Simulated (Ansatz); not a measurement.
The cluster Mg₂Se₂⁻. Charge -1, multiplicity 4. Geometry r2SCAN-D4/def2-SVPD; atoms count from 1.

Cartesian coordinates in Å:
```
Mg 0.890 -1.444 -0.427
Mg -0.915 0.966 1.135
Se -1.453 -0.501 -0.907
Se 1.479 0.979 0.199
```

At PBE0-D4/def2-TZVPD a doublet of charge -1 lies 1.62 eV below the quartet, each at its own geometry. The structure comes from a short search, and lower isomers may exist.

Estimate the Mulliken populations from the PBE0/def2-TZVPD orbitals of Ansatz.


| atom | charge (e) | spin (α − β) |
| --- | --- | --- |
| Mg1 | 0.29 | 0.91 |
| Mg2 | 0.29 | 0.91 |
| Se3 | -0.79 | 0.59 |
| Se4 | -0.79 | 0.59 |
Mulliken values and Mayer orders depend strongly on the basis. With diffuse functions, as here, like atoms can get unlike values, and bond orders can come out too low or too high.

Where does the spin sit?

Summed by element: Mg 1.81, Se 1.19, of 3 unpaired in all. Largest on single atoms: Mg1 0.91, Mg2 0.91, Se3 0.59.

And the Mayer bond orders between bonded heavy atoms (over 0.3)?

Mg1–Se3 0.49 (2.57 Å); Mg1–Se4 0.49 (2.57 Å); Mg2–Se3 0.49 (2.57 Å); Mg2–Se4 0.49 (2.57 Å).
